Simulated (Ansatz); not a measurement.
Stepwise reaction of `[OH][Al]([OH])[O][SiH3]` with hydrogen chloride, as a gas-phase model of exchange steps in deposition or etching. ΔE in kJ/mol.

Isolated molecules relaxed with PBE0-D4/def2-TZVP in Ansatz; ΔE leaves out vibrations. CCSD(T)/CBS is the MP2 limit (def2-TZVPP, def2-QZVPP) plus CCSD(T) − MP2 in def2-TZVPP, frozen cores. This one scheme is used for every species. DFT in def2-TZVPP. B3LYP here is the variant with VWN-RPA as its local correlation; programs differ in this. One conformer a species, not always the lowest.

| step | reaction | PBE-D4 | B3LYP-D4 | ωB97M-V | CCSD(T)/CBS |
| --- | --- | --- | --- | --- | --- |
| 1 | `[OH][Al]([OH])[O][SiH3]` + HCl → `[OH][Al]([Cl])[O][SiH3]` + H₂O | -27.4 | -23.3 | -25.7 | -27.6 |
| 2 | `[OH][Al]([Cl])[O][SiH3]` + HCl → `[SiH3][O][Al]([Cl])[Cl]` + H₂O | -25.3 | -21.7 | -23.6 | -26.2 |

By hand: ΔE of the 2 steps together at CCSD(T)/CBS.

(-27.6) + (-26.2) = -53.8 kJ/mol, or -26.9 kJ/mol a step.

In ΔE the steps differ by no more than 1.4 kJ/mol. All are downhill at CCSD(T)/CBS. PBE-D4 differs from CCSD(T)/CBS by 0.2 to 0.9 kJ/mol a step. Isolated molecules leave out the surface, adducts and barriers. Largest T1 diagnostic: 0.012.
